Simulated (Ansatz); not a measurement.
Basis-set extrapolation for AlCl₂HO, SMILES `[OH][Al]([Cl])[Cl]` (PBE0-D4/def2-TZVP geometry, frozen core, the Gaussian-basis code of Ansatz). Multiplicity 1, RHF reference.

|  | def2-TZVPP | def2-QZVPP |
| --- | --- | --- |
| HF | -1236.649041 | -1236.685394 |
| MP2 correlation | -0.685055 | -0.751137 |
| CCSD(T) correlation | -0.747661 | not run |

Energies in hartree. Use E(X) = E(∞) + A·exp(−7.88·√X) for Hartree–Fock and E(X) = E(∞) + B·X^(−2.97) for correlation, with X = 3 and 4, and add CCSD(T) minus MP2 of the smaller set to the MP2 limit.

Question: What is the CCSD(T) energy at the basis-set limit?

Answer: HF limit: -1236.685394 + (-0.036353) × 0.13774 = -1236.69040. MP2 limit: -0.751137 + (-0.066082) × 0.74074 = -0.80009. Higher-order term: -0.747661 − (-0.685055) = -0.06261. Total: -1237.55310 hartree, 410.6 kJ/mol below CCSD(T)/def2-TZVPP.
